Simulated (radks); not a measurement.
Spherical jellium clusters: N electrons in a uniform positive sphere of charge N and radius rs N^(1/3), rs = 4.37 bohr. Method: non-relativistic Kohn-Sham, PBE, spin-polarised, spherical densities; computed with a radial shooting solver with Libxc functionals. Levels are named by radial order and angular momentum (1s, 1p, 1d, 2s, ...), and open shells are averaged over m.

N = 8, configuration 1s2 1p6. This is the lowest configuration that the search found. Occupied and some empty levels:

level  occupation  eigenvalue (eV)  <r> (bohr)
1s              2          -4.0259       5.867
1p              6          -3.0018       7.029
1d              0          -1.7445       8.117
2s              0          -1.2660       8.060
1f              0         -0.41156       9.730

Energy (eV): total -14.8326, kinetic 11.335, external -235.32, Hartree 116.20, exchange-correlation -26.597, background 119.56.
